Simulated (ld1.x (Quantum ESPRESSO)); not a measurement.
The numbers below are computed, except where a source is named.
# Hardness and transferability of assorted potentials

Generated with ld1.x 7.5 (TM, RRKJ, ultrasoft, PAW), atompaw 4.2 or ONCVPSP 4.0.1. The cutoff is in Ry: for ld1.x and atompaw files where the sum of valence levels is converged to 10 mRy in a Bessel basis, for ONCV files where the hardest occupied wave has 1 mHa per electron of residual kinetic energy. The error is the largest all-electron minus pseudo excitation energy over each file’s own four to seven test configurations (ionisations up to +4, promotions, holes and added fractions of an electron), all of which were solved. The labels leave out finer settings (local radius, basis sizes, second energies), which also bear on the numbers. Spin-polarised tests are not counted. The rows are a selection from randomly drawn settings: files with unsolved tests, undetermined cutoffs or missed reference levels are left out.

```tsv
element	potential	cutoff (Ry)	largest error (meV)	bound ghosts
C	TM, PBEsol, non-relativistic, rc 1.25/1.70/1.80 (spd), local smoothed, core correction no, reference 2s2 2p2	35	+406	none
Si	ultrasoft, revPBE, non-relativistic, rc 1.70/1.65/1.95 (spd), local smoothed, core correction no, reference 3s2 3p2	10	+117	none
Mo	RRKJ, PBE, scalar-relativistic, rc 2.65/4.20/2.45 (spd), local s, core correction yes, reference 4d5 5s1 5p0	30	-1376	none
I	TM, PBEsol, fully relativistic, rc 1.70/2.25/2.15 (spd), local s, core correction no, reference 5s2 5p5	30	-40	none
```

Q: Fill in the row for Sm: TM semilocal, PBE, scalar-relativistic, rc 2.95/4.20/5.02/1.20 (spdf), local s, core correction yes, reference 4f6 5d1 6s1 6p0.

A: cutoff 260 Ry, largest error -958 meV, bound ghosts: none.

Q: Fill in the row for Be: TM, LDA (PZ), scalar-relativistic, rc 2.05/4.20/3.90 (spd), local smoothed, core correction yes, reference 2s2 2p0.

A: cutoff 8 Ry, largest error -193 meV, bound ghosts: none.

Q: Fill in the row for O: ultrasoft, PBE, scalar-relativistic, rc 0.80/1.90 (sp), local smoothed, core correction yes, reference 2s2 2p4.

A: cutoff 45 Ry, largest error +874 meV, bound ghosts: none.
